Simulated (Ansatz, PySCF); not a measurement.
Process, species as SMILES: [CH3][Ge]([CH3])([NH2])[NH2] [[diamino(methyl)germyl]methane] + 4 [H][H] (H2) -> 2 C (CH4) + [GeH4] (GeH4) + 2 N (NH3)
Each molecule is optimised on its own at B3LYP-D3(BJ)/def2-TZVP (Ansatz, a program for electronic structure), one conformer each, not searched for the lowest.
Geometry of the first species:
SMILES: [Ge]([NH2])([CH3])([CH3])[NH2]
```xyz
15

C      1.7159    -0.6154    -0.7021
Ge    -0.0003     0.0009     0.0019
C     -1.4772    -0.2233    -1.2752
N     -0.4533    -1.0149     1.4808
N      0.2889     1.7603     0.5389
H      1.6406    -1.6593    -1.0047
H      2.0179    -0.0208    -1.5652
H      2.4839    -0.5276     0.0662
H     -2.4061     0.1664    -0.8566
H     -1.6169    -1.2786    -1.5117
H     -1.2639     0.3170    -2.1978
H      0.0658    -0.7856     2.3185
H     -1.4396    -1.0203     1.7031
H      0.7832     2.3355    -0.1312
H     -0.5363     2.2599     0.8442
```
Charge 0, spin multiplicity 1.

Wanted: energy of full hydrogenation (0 K, with B3LYP-D3(BJ) harmonic zero-point energies from PySCF), in kcal/mol. Cores are frozen in the correlated levels unless marked. No spin-orbit coupling. Frozen are the shells of the preceding noble gas and the d and f shells that filled before the atom's block. Non-relativistic. CBS marks a two-point X^-3 extrapolation of the correlation energy; Hartree-Fock from the larger set.

| level | program | energy of full hydrogenation (kcal/mol) |
|---|---|---|
| HF/cc-pVDZ | Ansatz | -33.4 |
| HF/cc-pVTZ | Ansatz | -25.0 |
| PBE/def2-TZVPD | Ansatz | -13.6 |
| BLYP/def2-TZVPD | Ansatz | -16.9 |
| PBE0/def2-SVP | Ansatz | -17.7 |
| PBE0-D3(BJ)/def2-TZVP | Ansatz + dftd3 | -10.9 |
| PBE0-D4/def2-TZVPD | Ansatz + dftd4 | -11.3 |

### Question
Predict the CCSD(T)/CBS(cc-pVTZ,cc-pVQZ) result (Ansatz).

### Answer
-5.7 kcal/mol
